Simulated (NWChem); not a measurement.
System: BH3O; SMILES OB

Input file for NWChem:

```
start job
memory heap 200 mb stack 900 mb global 1100 mb
geometry units angstroms noautoz
  B      0.017697     0.699258     0.000000
  H      1.049642     1.304151     0.000000
  H     -1.052382     1.246493     0.000000
  O      0.101441    -0.645704     0.000000
  H     -0.754031    -1.082859     0.000000
end
basis spherical
  B library aug-cc-pvdz
  H library aug-cc-pvdz
  O library aug-cc-pvdz
end
dft
  xc pbe0
  iterations 150
end
tddft
  nroots 6
  notriplet
end
task tddft energy
```

Coordinates come from a PBE0-D3(BJ)/def2-TZVP optimisation.

Vertical excitations in the gas phase.

**Question.** What results follow from this input? (PBE0/aug-cc-pVDZ, full TDDFT.) Quantities: lowest excitation, singlet (eV); oscillator strength of that lowest state; lowest state with f > 0.02, singlet (eV); oscillator strength of that bright state; orbital gap (eV).

**Answer.** 
```
Property                                  Result
----------------------------------------  ------
lowest excitation, singlet (eV)             6.41
oscillator strength of that lowest state   0.000
lowest state with f > 0.02, singlet (eV)    8.53
oscillator strength of that bright state   0.066
orbital gap (eV)                            8.32
```
